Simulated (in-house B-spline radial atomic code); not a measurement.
**BP86 excitations of the manganese ion Mn⁷⁺**

Method: BP86. Computed with an all-electron radial atomic-structure program (B-spline basis): linear response of the closed shell [Ne] 3s2 3p6 with the functional's adiabatic kernel; non-relativistic, point nucleus, no spin-orbit coupling, no double excitations, S, P, D and F terms only. Only terms of natural parity with L up to 3 were computed.

Command:
```bash
python run_td.py task.json out
```
Settings (radii: box in bohr, nucleus in fm):
```
Z                        25
electrons                18
configuration            [Ne] 3s2 3p6
hamiltonian              nr
method                   b88,p86
box_radius               12.81
intervals                51
```

Run time, properties included: 0.4 s on 1 thread of Intel(R) Xeon(R) Platinum 8375C CPU @ 2.90GHz (Ice Lake) (shared host).

The lowest states, in the order of their Tamm-Dancoff energies; the method's threshold (minus the highest occupied level) is 182.74 eV. Labels give the largest channel, * marks a mixed state, and oscillator strengths are full-response dipole values. Semilocal kernels can invert the small singlet-triplet splittings of Rydberg terms. Energies in eV:

```json
{"state": "3p → 3d 3P", "full response": "46.38", "Tamm-Dancoff": "46.54", "oscillator strength": "-"}
{"state": "3p → 3d 3F", "full response": "46.76", "Tamm-Dancoff": "46.95", "oscillator strength": "-"}
{"state": "3p → 3d 1F", "full response": "51.11", "Tamm-Dancoff": "51.13", "oscillator strength": "-"}
{"state": "3p → 3d 1P", "full response": "66.01", "Tamm-Dancoff": "68.91", "oscillator strength": "3.13"}
{"state": "3s → 3d 3D", "full response": "79.18", "Tamm-Dancoff": "79.25", "oscillator strength": "-"}
{"state": "3s → 3d 1D", "full response": "84.30", "Tamm-Dancoff": "84.44", "oscillator strength": "-"}
{"state": "3p → 4s 3P", "full response": "98.11", "Tamm-Dancoff": "98.12", "oscillator strength": "-"}
{"state": "3p → 4s 1P", "full response": "99.00", "Tamm-Dancoff": "99.05", "oscillator strength": "0.279"}
{"state": "3p → 4p 3S", "full response": "107.22", "Tamm-Dancoff": "107.25", "oscillator strength": "-"}
{"state": "3p → 4p 3D", "full response": "?", "Tamm-Dancoff": "?", "oscillator strength": "-"}
{"state": "3p → 4p 1D", "full response": "?", "Tamm-Dancoff": "?", "oscillator strength": "-"}
{"state": "3p → 4p 1S", "full response": "112.65", "Tamm-Dancoff": "112.91", "oscillator strength": "-"}
{"state": "3p → 4d 3P", "full response": "123.01", "Tamm-Dancoff": "123.03", "oscillator strength": "-"}
{"state": "3p → 4d 3F", "full response": "123.09", "Tamm-Dancoff": "123.10", "oscillator strength": "-"}
{"state": "3p → 4d 1F", "full response": "123.36", "Tamm-Dancoff": "123.37", "oscillator strength": "-"}
{"state": "3p → 4d 1P", "full response": "124.25", "Tamm-Dancoff": "124.32", "oscillator strength": "0.35"}
{"state": "3s → 4s 3S", "full response": "129.49", "Tamm-Dancoff": "129.50", "oscillator strength": "-"}
{"state": "3s → 4s 1S", "full response": "131.44", "Tamm-Dancoff": "131.54", "oscillator strength": "-"}
{"state": "3p → 4f 3D", "full response": "134.61", "Tamm-Dancoff": "134.62", "oscillator strength": "-"}
{"state": "3p → 4f 1D", "full response": "135.84", "Tamm-Dancoff": "135.87", "oscillator strength": "-"}
{"state": "3p → 5s 3P", "full response": "137.10", "Tamm-Dancoff": "137.10", "oscillator strength": "-"}
{"state": "3p → 5s 1P", "full response": "137.39", "Tamm-Dancoff": "137.40", "oscillator strength": "0.0568"}
```

(1) Where does 3p → 4p 1D lie?

(2) Where does 3p → 4p 3D lie?

(3) How large is the singlet-triplet splitting of 3p → 3d (F terms) in Tamm-Dancoff?

(4) What polarisabilities and dispersion coefficient does the method give?

Answers

(1) At 108.50 eV in full response, 108.51 eV in Tamm-Dancoff.

(2) At 107.96 eV in full response, 107.97 eV in Tamm-Dancoff.

(3) 4.18 eV, from the unrounded values.

(4) Dipole 0.6314 bohr³, quadrupole 0.4683 bohr⁵, C6 0.8379 hartree·bohr⁶ for two such species.
